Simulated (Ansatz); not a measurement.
Isomers of C$_{2}$H$_{7}$BrSi, relaxed with PBE0-D4/def2-TZVP in Ansatz; electronic energies, one conformer each and not always the lowest. Functionals use def2-TZVPP; CBS adds triple-zeta CCSD(T) − MP2 to the MP2 limit of def2-TZVPP and def2-QZVPP.

Outer-core shells of Br are correlated without core-valence functions. Scalar relativity is left out up to krypton. Spin–orbit coupling is left out.

Question: Order them by energy at frozen-core CCSD(T)/CBS, lowest first. (Estimate.)
A. `C[SiH](C)Br`
B. `CC[SiH2]Br`
C. `C[SiH2]CBr`
D. `[SiH3]CCBr`

Answer: A (0.0 kcal/mol), B (14.7 kcal/mol), C (40.2 kcal/mol), D (49.9 kcal/mol).

Question: How do r2SCAN-D4, HF/CBS(def2), PBE-D4, ωB97M-V place them (kcal/mol, against `C[SiH](C)Br`)? (Estimate.)

Answer: Computed: 
```csv
isomer,r2SCAN-D4,HF/CBS(def2),PBE-D4,ωB97M-V
`CC[SiH2]Br`,15.6,13.3,14.6,15.1
`[SiH3]CCBr`,51.0,49.8,48.3,50.6
`C[SiH2]CBr`,41.0,41.2,38.9,40.4
```
